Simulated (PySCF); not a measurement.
def2 core potentials replace the inner electrons of Sn.

Z-matrix (Å, degrees):
```
Sn
O 1 2.0099
C 2 1.3992 1 122.12
H 3 1.1045 2 108.08 1 159.41
H 3 1.1052 4 108.02 2 122.63
H 3 1.1069 4 106.92 5 116.01
O 1 2.0100 2 102.21 3 -137.12
C 7 1.3992 1 122.11 2 -31.52
H 8 1.1045 7 108.08 1 159.40
H 8 1.1052 9 108.02 7 122.63
H 8 1.1068 9 106.92 10 116.01
O 1 2.0100 2 102.22 3 -31.56
C 12 1.3992 1 122.12 2 -137.14
H 13 1.1045 12 108.08 1 159.41
H 13 1.1052 14 108.02 12 122.63
H 13 1.1068 14 106.92 15 116.01
```
Charge 0, spin multiplicity 2.

Task: What is the computed dipole moment, highest occupied spin orbital and total energy (CAM-B3LYP-D3(BJ)/def2-SVP // PBE0-D3(BJ)/def2-SVP (PySCF 2.14.0))?

Result: 
```json
{
 "dipole_moment": "0.97 D",
 "highest_occupied_spin_orbital": "-7.95 eV",
 "total_energy": "-559.2587 Ha"
}
```
